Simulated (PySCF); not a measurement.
PySCF input file for CH5AlOSe, SMILES C[O][AlH][SeH], TDA-PBE/def2-SVPD. Geometry: PBE-D3(BJ)/def2-SVP. The values are those of a single conformer.

```python
import numpy as np
from pyscf import gto, scf, dft, tdscf

mol = gto.M(
    atom='''
    Al    1.05939373    0.54195531   -0.00000000
    H     2.64355645    0.49121567    0.00000000
    O     0.32353354    2.08484328   -0.00000000
    C    -0.96576307    2.63439022    0.00000000
    H    -1.77347906    1.86461705   -0.00000000
    H    -1.11590476    3.27702126    0.89664900
    H    -1.11590476    3.27702127   -0.89664899
    Se   -0.29763766   -1.35949279   -0.00000000
    H     0.91560403   -2.21762690    0.00000000
    ''',
    basis='def2-SVPD',
    charge=0,
    spin=0,
    symmetry=True,
    max_memory=1600,
    verbose=4,
)
mf = dft.RKS(mol, xc='pbe').density_fit(auxbasis='def2-universal-jkfit')
mf.grids.level = 3
mf.conv_tol = 1e-9
mf.max_cycle = 100
mf.kernel()
mf.grids = dft.Grids(mol).set(level=1).build(with_non0tab=True)  # coarser grid for the response kernel
td = tdscf.TDA(mf)
td.singlet = True
td.nstates = 10
td.conv_tol = 1e-4
td.positive_eig_threshold = 1e-6
td.kernel(x0=td.get_init_guess(mf, 15))
td.analyze()
tt = tdscf.TDA(mf)
tt.singlet = False
tt.nstates = 4
tt.conv_tol = 1e-4
tt.positive_eig_threshold = 1e-6
tt.kernel(x0=tt.get_init_guess(mf, 9))
tt.analyze(verbose=3)
```

Log of the run:

```
PySCF version 2.14.0

[INPUT] verbose = 4
[INPUT] num. atoms = 9
[INPUT] num. electrons = 66
[INPUT] charge = 0
[INPUT] spin (= nelec alpha-beta = 2S) = 0
[INPUT] symmetry True subgroup None
[INPUT] Mole.unit = angstrom
[INPUT] Symbol           X                Y                Z      unit          X                Y                Z       unit  Magmom
[INPUT]  1 Al     1.059393730000   0.541955310000   0.000000000000 AA    2.001964007781   1.024147107654   0.000000000000 Bohr   0.0
[INPUT]  2 H      2.643556450000   0.491215670000   0.000000000000 AA    4.995597685327   0.928263084395   0.000000000000 Bohr   0.0
[INPUT]  3 O      0.323533540000   2.084843280000   0.000000000000 AA    0.611389782711   3.939782811840   0.000000000000 Bohr   0.0
[INPUT]  4 C     -0.965763070000   2.634390220000   0.000000000000 AA   -1.825027703519   4.978276021033   0.000000000000 Bohr   0.0
[INPUT]  5 H     -1.773479060000   1.864617050000   0.000000000000 AA   -3.351389711051   3.523615551694   0.000000000000 Bohr   0.0
[INPUT]  6 H     -1.115904760000   3.277021260000   0.896649000000 AA   -2.108754377499   6.192672685777   1.694421039865 Bohr   0.0
[INPUT]  7 H     -1.115904760000   3.277021270000  -0.896648990000 AA   -2.108754377499   6.192672704674  -1.694421020968 Bohr   0.0
[INPUT]  8 Se    -0.297637660000  -1.359492790000   0.000000000000 AA   -0.562453661756  -2.569069041421   0.000000000000 Bohr   0.0
[INPUT]  9 H      0.915604030000  -2.217626900000   0.000000000000 AA    1.730240855248  -4.190707487468   0.000000000000 Bohr   0.0

nuclear repulsion = 295.273053806301
point group symmetry = Cs
symmetry origin: [-4.29483213e-09  2.29057705e-09  2.86322141e-10]
symmetry axis x: [ 1.00000000e+00 -8.29387461e-10 -3.10922267e-10]
symmetry axis y: [-8.29387461e-10 -1.00000000e+00 -1.38735568e-10]
symmetry axis z: [ 3.10922267e-10 -1.38735612e-10  1.00000000e+00]
num. orbitals of irrep A' = 101
num. orbitals of irrep A" = 47
number of shells = 62
number of NR pGTOs = 238
number of NR cGTOs = 148
basis = def2-SVPD
ecp = {}


[settings echo left out]
init E= -2758.47875219937
HOMO (A") = -0.276834980749678  LUMO (A") = -0.0816526133961637  gap/eV = 5.31118
cycle= 1 E= -2759.17768019253  delta_E= -0.699  |g|= 0.808  |ddm|= 3.88
HOMO (A') = -0.0792804607038162  LUMO (A') = -0.0319875661963844  gap/eV = 1.28691
cycle= 2 E= -2757.65134308928  delta_E= 1.53  |g|= 2.59  |ddm|= 3.62
HOMO (A") = -0.193696928263862  LUMO (A") = -0.0465589030065781  gap/eV = 4.00383
cycle= 3 E= -2759.29932770945  delta_E= -1.65  |g|= 0.191  |ddm|= 2.93
HOMO (A") = -0.24107711293504  LUMO (A") = -0.0545505254456189  gap/eV = 5.07565
cycle= 4 E= -2759.30542236653  delta_E= -0.00609  |g|= 0.164  |ddm|= 0.622
HOMO (A") = -0.228345599787327  LUMO (A") = -0.0582875337266469  gap/eV = 4.62752
cycle= 5 E= -2759.3139047885  delta_E= -0.00848  |g|= 0.0466  |ddm|= 0.311
HOMO (A") = -0.227723807170848  LUMO (A") = -0.0561909643881777  gap/eV = 4.66765
cycle= 6 E= -2759.31433978194  delta_E= -0.000435  |g|= 0.00739  |ddm|= 0.0613
HOMO (A") = -0.227801592751458  LUMO (A") = -0.0563486783907829  gap/eV = 4.66547
cycle= 7 E= -2759.31435098364  delta_E= -1.12e-05  |g|= 0.00293  |ddm|= 0.0133
HOMO (A") = -0.227718814670424  LUMO (A") = -0.0562808716869507  gap/eV = 4.66506
cycle= 8 E= -2759.31435394416  delta_E= -2.96e-06  |g|= 0.000562  |ddm|= 0.00548
HOMO (A") = -0.227703844822721  LUMO (A") = -0.0562662480947682  gap/eV = 4.66505
cycle= 9 E= -2759.31435401111  delta_E= -6.69e-08  |g|= 0.000208  |ddm|= 0.000875
HOMO (A") = -0.227716852100431  LUMO (A") = -0.0562831545641411  gap/eV = 4.66495
cycle= 10 E= -2759.31435402301  delta_E= -1.19e-08  |g|= 4.87e-05  |ddm|= 0.000353
HOMO (A") = -0.227715280330735  LUMO (A") = -0.0562785593849777  gap/eV = 4.66503
cycle= 11 E= -2759.31435402367  delta_E= -6.6e-10  |g|= 9.33e-06  |ddm|= 8.71e-05
HOMO (A") = -0.227713520025593  LUMO (A") = -0.0562781191179451  gap/eV = 4.66499
Extra cycle  E= -2759.31435402364  delta_E= 2.96e-11  |g|= 1.38e-05  |ddm|= 3.02e-05
converged SCF energy = -2759.31435402364
tot grids = 36408
Overwritten attributes  positive_eig_threshold  of <class 'pyscf.tdscf.rks.TDA'>


******** <class 'pyscf.tdscf.rks.TDA'> for <class 'pyscf.df.df_jk.DFSymAdaptedRKS'> ********
nstates = 10 singlet
deg_eia_thresh = 1.000e-03
wfnsym = None
conv_tol = 0.0001
eigh lindep = 1e-12
eigh level_shift = 0
eigh max_cycle = 100


Excitation energies (eV)
[5.10631455 5.11108772 5.28550356 5.34780569 5.6497575  5.77959898
 5.83521037 6.00296745 6.06005051 6.08942951]

** Singlet excitation energies and oscillator strengths **
Excited State   1:   A'      5.10631 eV    242.81 nm  f=0.0552
      32 -> 35       -0.12657
      32 -> 36       -0.16348
      33 -> 34        0.66217
Excited State   2:   A"      5.11109 eV    242.58 nm  f=0.0482
      33 -> 35       -0.69684
Excited State   3:   A"      5.28550 eV    234.57 nm  f=0.0017
      32 -> 34       -0.62187
      33 -> 36        0.33302
Excited State   4:   A"      5.34781 eV    231.84 nm  f=0.0009
      32 -> 34       -0.32981
      33 -> 36       -0.61237
Excited State   5:   A'      5.64976 eV    219.45 nm  f=0.0173
      31 -> 34        0.28804
      32 -> 35        0.60641
      32 -> 36       -0.18338
Excited State   6:   A"      5.77960 eV    214.52 nm  f=0.0170
      31 -> 35        0.68571
      31 -> 36       -0.14200
Excited State   7:   A'      5.83521 eV    212.48 nm  f=0.0419
      30 -> 36        0.13390
      31 -> 34        0.57550
      32 -> 35       -0.21375
      32 -> 36        0.28566
Excited State   8:   A"      6.00297 eV    206.54 nm  f=0.0114
      31 -> 35        0.11705
      31 -> 36        0.66503
      33 -> 37        0.18608
Excited State   9:   A'      6.06005 eV    204.59 nm  f=0.1313
      30 -> 36        0.14965
      31 -> 34       -0.22277
      32 -> 35        0.24019
      32 -> 36        0.56561
      33 -> 34        0.14629
Excited State  10:   A"      6.08943 eV    203.61 nm  f=0.0005
      30 -> 34        0.68270
      33 -> 37        0.16360

** Transition electric dipole moments (AU) **
state          X           Y           Z        Dip. S.      Osc.
  1         0.1917      0.6363     -0.0000      0.4416      0.0552
  2        -0.0000      0.0000     -0.6205      0.3850      0.0482
  3         0.0000     -0.0000      0.1152      0.0133      0.0017
  4        -0.0000     -0.0000     -0.0819      0.0067      0.0009
  5         0.2624      0.2371     -0.0000      0.1251      0.0173
  6        -0.0000      0.0000      0.3470      0.1204      0.0170
  7         0.4393     -0.3159      0.0000      0.2928      0.0419
  8         0.0000     -0.0000      0.2786      0.0776      0.0114
  9         0.0969      0.9355     -0.0000      0.8846      0.1313
 10        -0.0000      0.0000      0.0552      0.0030      0.0005

** Transition velocity dipole moments (imaginary part, AU) **
state          X           Y           Z        Dip. S.      Osc.
  1        -0.0235      0.0438     -0.0000      0.0025      0.0088
  2         0.0000      0.0000     -0.1022      0.0104      0.0371
  3        -0.0000      0.0000     -0.0006      0.0000      0.0000
  4        -0.0000      0.0000      0.0182      0.0003      0.0011
  5         0.0361      0.0523     -0.0000      0.0040      0.0130
  6         0.0000      0.0000      0.0496      0.0025      0.0077
  7         0.0566     -0.0502      0.0000      0.0057      0.0178
  8         0.0000     -0.0000      0.0193      0.0004      0.0011
  9        -0.0103      0.1383     -0.0000      0.0192      0.0575
 10        -0.0000     -0.0000      0.0332      0.0011      0.0033

** Transition magnetic dipole moments (imaginary part, AU) **
state          X           Y           Z
  1         0.0000      0.0000     -0.2693
  2        -0.6523      0.0632      0.0000
  3        -0.5878      0.3660     -0.0000
  4        -0.1781      0.4304      0.0000
  5         0.0000      0.0000     -0.4528
  6         0.2064      0.3423      0.0000
  7        -0.0000     -0.0000      0.6515
  8        -0.1560     -0.0520      0.0000
  9         0.0000      0.0000     -0.4229
 10        -0.3405      1.0210     -0.0000


******** <class 'pyscf.tdscf.rks.TDA'> for <class 'pyscf.df.df_jk.DFSymAdaptedRKS'> ********
nstates = 4 triplet
deg_eia_thresh = 1.000e-03
wfnsym = None
conv_tol = 0.0001
eigh lindep = 1e-12
eigh level_shift = 0
eigh max_cycle = 100


Excitation energies (eV)
[4.39156772 4.80382592 4.93835781 5.07425429]

** Triplet excitation energies and oscillator strengths **
Excited State   1:   A'      4.39157 eV    282.32 nm  f=0.0000
Excited State   2:   A"      4.80383 eV    258.09 nm  f=0.0000
Excited State   3:   A"      4.93836 eV    251.06 nm  f=0.0000
Excited State   4:   A'      5.07425 eV    244.34 nm  f=0.0000
```

The run converged.

Cost: very roughly 40 core-seconds.
